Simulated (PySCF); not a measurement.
Species: C6H13NOSi.
Z-matrix (Å and degrees, PBE0-D3(BJ)/def2-SVP geometry), rows numbered from 1:
```
C 
C   1  1.3376
Si  2  1.8698  1  122.98
N   3  1.7838  2  110.24  1   -61.39
C   4  1.3598  3  119.67  2   -61.75
O   5  1.2103  4  123.35  3    -0.49
C   3  1.8919  2  111.84  1    55.06
C   7  1.5286  3  110.60  2    55.31
C   7  1.5285  3  111.79  2  -179.74
H   1  1.0958  2  122.12  3   179.42
H   1  1.0971  2  122.14  3     0.21
H   2  1.0970  1  118.24  3  -179.33
H   3  1.4917  2  110.26  1   177.77
H   4  1.0140  3  123.19  2   118.16
H   5  1.1176  4  114.29  3   179.61
H   7  1.1074  3  105.96  2   -61.54
H   8  1.1031  7  111.22  3    62.92
H   8  1.1028  7  111.11  3  -177.88
H   8  1.1007  7  111.86  3   -57.39
H   9  1.1026  7  111.04  3   -62.33
H   9  1.1029  7  111.18  3   178.38
H   9  1.1015  7  112.76  3    57.80
```

Method: PySCF, PBE0-D3(BJ)/def2-SVP geometry optimisation, gas phase.

Masses are those of the commonest isotopes; rigid-rotor values at the optimised geometry. The values belong to one conformer with, in the numbering `[CH2:1]=[CH:2][Si@@H:3]([NH:4][CH:5]=[O:6])[CH:7]([CH3:8])[CH3:9]`, C1–C2–Si3–N4 -61°, C2–Si3–N4–C5 -62°, Si3–N4–C5–O6 0°, C2–Si3–C7–C8 55°.

(1) Give the principal moments of inertia and the rotational constants in MHz.

(2) Classify the top.

(3) Is it planar, by Δ = Ic − Ia − Ib?

(4) Give the other two planar moments, Paa and Pbb, and the rms extents of the mass along the axes.

(5) List the rotational levels J(Ka,Kc) to J = 3 (cm⁻¹).

(6) Predict some low-J microwave lines.

(7) Estimate the classical rotational partition function at 10 K, 50 K and 500 K.

## Answers

(1) Ia = 279.07, Ib = 515.67, Ic = 699.75 u·Å²; 505379 MHz·u·Å²/I gives A = 1811, B = 980.0, C = 722.2 MHz.

(2) An asymmetric top: κ = (2 × 980.0 − 1811 − 722.2)/(1811 − 722.2) = -0.53.

(3) Not planar: Δ = Ic − Ia − Ib = -95.00 u·Å². For a rigid frame Δ = −2 Σ m c², so Σ m c² = 47.50 u·Å² lies off the ab plane: 17.66 from hydrogen and 29.84 from heavier atoms. The atom farthest from that plane is 1.83 Å away.

(4) Paa = Σ m a² = (Ib + Ic − Ia)/2 = 468.17 and Pbb = Σ m b² = (Ia + Ic − Ib)/2 = 231.57 u·Å². With the mass M = 143.08 u, the rms extents √(P/M) along a, b and c are 1.81, 1.27, 0.58 Å.

(5) Above 0(0,0):
J = 1: 1(0,1) 0.0568, 1(1,1) 0.0845, 1(1,0) 0.0931
J = 2: 2(0,2) 0.1686, 2(1,2) 0.1895, 2(1,1) 0.2153, 2(2,1) 0.2984, 2(2,0) 0.3001
J = 3: 3(0,3) 0.3325, 3(1,3) 0.3459, 3(1,2) 0.3973, 3(2,2) 0.4687, 3(2,1) 0.4769, 3(3,1) 0.6298, 3(3,0) 0.6300
The levels of one J sum to (2J + 1)J(J + 1)(A + B + C)/3.

(6) The dipole components are |μa| = 2.53 D, |μb| = 0.75 D, |μc| = 2.60 D. Intensities carry the squares of the components, which stand as 0.94 : 0.08 : 1.00 (a : b : c). Some lines, for components of 0.1 D or more:

```csv
type,branch,"J(Ka,Kc)",MHz,lower level (cm⁻¹)
c,Q,"2(1,2) ← 2(0,2)",624,0.169
b,Q,"1(1,0) ← 1(0,1)",1089,0.057
b,Q,"2(1,1) ← 2(0,2)",1398,0.169
b,Q,"2(2,0) ← 2(1,1)",2544,0.215
c,R,"1(1,0) ← 0(0,0)",2791,0.000
a,R,"2(1,2) ← 1(1,1)",3147,0.084
a,R,"2(0,2) ← 1(0,1)",3353,0.057
a,R,"2(1,1) ← 1(1,0)",3662,0.093
c,R,"2(2,0) ← 1(1,0)",6206,0.093
c,R,"2(2,1) ← 1(1,1)",6413,0.084
b,R,"2(2,0) ← 1(1,1)",6464,0.084
```

(7) Point group C1, symmetry number σ = 1; q = (√π/σ)·√((kT/h)³/(ABC)), k/h = 20836.6 MHz/K: 4710 at 10 K, 52600 at 50 K, 1660000 at 500 K.

Not checked by PBE0-D3(BJ)/def2-SVP frequencies. Constants of a rigid frame at the computed geometry: no zero-point averaging, no centrifugal distortion. A rigid rotor knows nothing of internal rotation, which can split or shift real lines. Quadrupole hyperfine structure (14N) is left out.
